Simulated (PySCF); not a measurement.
C₆ coefficients of unlike pairs at PBE0

Calculated with PySCF 2.14 from the dipole response of each species, C₆(A,B) = (3/π) ∫ α_A(iu) α_B(iu) du, in atomic units, from isotropic polarisabilities. For ions this is the dispersion term alone; charge-induced terms of lower order in 1/R come first.

```
species      configuration                                                               basis      relativity  α (bohr³)  C₆ (like pair)
   Ne²⁺  [He] 2s2 2p4 (3P)                                              dyall-av3z (15s9p3d2f)   spin-free X2C     0.8526           1.078
   Ba²⁺          [Xe] (1S)  def2-TZVPPD with the def2 core potential (46 electrons) (6s4p3d1f)  core potential      10.44           75.04
    N³⁺      [He] 2s2 (1S)                                            aug-cc-pwCVTZ (7s6p4d2f)            none      2.124           2.108
     Rb      [Kr] 5s1 (2S)                                       aug-cc-pwCVTZ-X2C (10s9p7d3f)   spin-free X2C      395.7            6388
```

(1) Estimate C₆ for N³⁺ with Ne²⁺.

No spin-orbit coupling is included.

The other pairs:

```csv
pair,C₆
"Rb, Ba²⁺",361.2
"Ba²⁺, Ne²⁺",8.270
"Rb, Ne²⁺",31.89
"N³⁺, Ba²⁺",12.40
"Rb, N³⁺",69.43
```

Results:

(1) The integral gives 1.312. The combination rule 2 C_A C_B / (C_A α_B/α_A + C_B α_A/α_B) gives 1.287 and the geometric mean 1.507.
